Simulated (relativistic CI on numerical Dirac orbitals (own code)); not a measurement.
Ligand-field terms of d7

Computed with a parametric ligand-field model of a d^n configuration (Racah B and C, spin-orbit zeta, crystal field), exact diagonalisation.

Field parameters in Wybourne normalisation: Oh B⁴₀ = 21Dq, B⁴₄ = √(5/14) B⁴₀. The field is a parameter set, without covalency.

Q: Ground term and bands for B = 830, C = 3350, ζ = 0 cm⁻¹, Oh, 10Dq = 19090 cm⁻¹?

A: Ground term 2E with 1.04 electrons in the two orbitals of the cubic e set. Spin-allowed: 2T1 16931 cm⁻¹ (591 nm), 2T2 17573 cm⁻¹ (569 nm), 2T1 22224 cm⁻¹ (450 nm), 2T2 32232 cm⁻¹ (310 nm). Lowest spin-forbidden: 4T1 2823 cm⁻¹, 4T2 20326 cm⁻¹ (492 nm), 4T1 31189 cm⁻¹ (321 nm).

Q: Ground term and bands for B = 830, C = 3350, ζ = 0 cm⁻¹, Oh, 10Dq = 2490 cm⁻¹?

A: Ground term 4T1 with 2.15 electrons in the two orbitals of the cubic e set. Spin-allowed: 4T2 2063 cm⁻¹, 4A2 4553 cm⁻¹ (2196 nm), 4T1 14086 cm⁻¹ (710 nm). Lowest spin-forbidden: 2E 12933 cm⁻¹ (773 nm), 2T2 14169 cm⁻¹ (706 nm), 2T1 14340 cm⁻¹ (697 nm).

Q: Ground term and bands for B = 830, C = 3350, ζ = 0 cm⁻¹, Oh, 10Dq = 34030 cm⁻¹?

A: Ground term 2E with 1.02 electrons in the two orbitals of the cubic e set. Spin-allowed: 2T1 31501 cm⁻¹ (317 nm), 2T2 32283 cm⁻¹ (310 nm), 2T1 37310 cm⁻¹ (268 nm), 2T2 50734 cm⁻¹ (197 nm). Lowest spin-forbidden: 4T1 17634 cm⁻¹ (567 nm), 4T2 49763 cm⁻¹ (201 nm), 4T1 60312 cm⁻¹ (166 nm).

Q: Ground term and bands for B = 830, C = 3350, ζ = 0 cm⁻¹, Oh, 10Dq = 14110 cm⁻¹?

A: Ground term 4T1 with 2.05 electrons in the two orbitals of the cubic e set. Spin-allowed: 4T2 12714 cm⁻¹ (787 nm), 4T1 23768 cm⁻¹ (421 nm), 4A2 26824 cm⁻¹ (373 nm). Lowest spin-forbidden: 2E 2083 cm⁻¹, 2T1 14240 cm⁻¹ (702 nm), 2T2 14782 cm⁻¹ (677 nm).

Q: Ground term and bands for B = 830, C = 3350, ζ = 0 cm⁻¹, Oh, 10Dq = 17430 cm⁻¹?

A: Ground term 2E with 1.05 electrons in the two orbitals of the cubic e set. Spin-allowed: 2T1 15333 cm⁻¹ (652 nm), 2T2 15947 cm⁻¹ (627 nm), 2T1 20530 cm⁻¹ (487 nm), 2T2 29765 cm⁻¹ (336 nm). Lowest spin-forbidden: 4T1 1185 cm⁻¹, 4T2 17084 cm⁻¹ (585 nm), 4T1 28003 cm⁻¹ (357 nm).
